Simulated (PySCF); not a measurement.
NICS in rings of unrelated molecules.

NICS is the negative of the GIAO shielding at a point without a nucleus: at the ring centre (0) and 1 Å above and below it (1); zz is the component along the ring normal. Level: GIAO PBE0/pcSseg-1 (PySCF, non-relativistic, gas phase) on the GFN2-xTB geometries, one conformer each. Atom numbers follow the mapped SMILES.

Question: Order these rings by mean NICS(1)zz, lowest (most negative) first (ppm).
A. ring C4–C5–C6–C7 in `[CH:1]#[C:2]/[CH:3]=[C:4]1/[CH2:5][CH2:6][C@@H:7]1[CH2:8][CH:9]=[CH2:10]`
B. ring C5–C6–C7–C8–C9–C10 in `[CH3:1][Si:2]([CH3:3])([Cl:4])[c:5]1[cH:6][cH:7][cH:8][cH:9][cH:10]1`
C. ring C2–C3–C4–C6–C7–C8 in `[CH3:1][c:2]1[cH:3][c:4]([F:5])[cH:6][cH:7][c:8]1[C:9]#[O+:10]` (charge +1)
D. ring C3–C4–C5–C6–C7–C10 in `[CH2:1]=[CH:2][c:3]1[cH:4][cH:5][cH:6][c:7]([CH2:8][CH3:9])[cH:10]1`
E. ring Si3–C6–C7–C8–O9 in `[CH3:1][NH:2][Si@@:3]1([CH2:4][SiH3:5])[CH2:6][CH2:7][CH2:8][O:9]1`
F. ring C6–C7–C9–C10 in `[CH2:1]=[C:2]([CH3:3])[Si@H:4]([Cl:5])[C:6]1=[C:7]([Cl:8])[CH2:9][CH2:10]1`

Answer: B (-28.6), D (-26.0), C (-19.4), E (-4.2), F (-0.1), A (2.9).

```json
{"SMILES": "C[Si](C)(Cl)c1ccccc1", "ring": "6-membered carbocycle; formal bonds all aromatic", "NICS(0)": "-8.1", "NICS(1)": "-11.4", "NICS(1)zz": "-28.6", "HOMA": "0.99", "rms pucker (Å)": "0.00", "ring atoms with four or more neighbours": "0"}
{"SMILES": "C=Cc1cccc(CC)c1", "ring": "6-membered carbocycle; formal bonds all aromatic", "NICS(0)": "-7.9", "NICS(1)": "-10.7", "NICS(1)zz": "-26.0", "HOMA": "0.99", "rms pucker (Å)": "0.00", "ring atoms with four or more neighbours": "0"}
{"SMILES": "Cc1cc(F)ccc1C#[O+]", "ring": "6-membered carbocycle; formal bonds all aromatic", "NICS(0)": "-7.5", "NICS(1)": "-9.0", "NICS(1)zz": "-19.4", "HOMA": "0.79", "rms pucker (Å)": "0.00", "ring atoms with four or more neighbours": "0"}
{"SMILES": "CN[Si@@]1(C[SiH3])CCCO1", "ring": "5-membered ring with O and Si; formal bonds all single", "NICS(0)": "-5.5", "NICS(1)": "-3.1", "NICS(1)zz": "-4.2", "HOMA": "–", "rms pucker (Å)": "0.16", "ring atoms with four or more neighbours": "4"}
{"SMILES": "C=C(C)[Si@H](Cl)C1=C(Cl)CC1", "ring": "4-membered carbocycle; formal bonds 1 double, 3 single", "NICS(0)": "-1.8", "NICS(1)": "-2.6", "NICS(1)zz": "-0.1", "HOMA": "–", "rms pucker (Å)": "0.00", "ring atoms with four or more neighbours": "2"}
{"SMILES": "C#C/C=C1/CC[C@@H]1CC=C", "ring": "4-membered carbocycle; formal bonds all single", "NICS(0)": "3.1", "NICS(1)": "-0.6", "NICS(1)zz": "2.9", "HOMA": "–", "rms pucker (Å)": "0.00", "ring atoms with four or more neighbours": "3"}
```

NICS(0) gives the same order. The isotropic NICS(1) gives the same order. HOMA uses Krygowski's 1993 parameters; it is left out where a ring has a four-coordinate atom, a triple bond, no multiple bond or a kind of bond without parameters. NICS(1) and NICS(1)zz are means over the two faces.
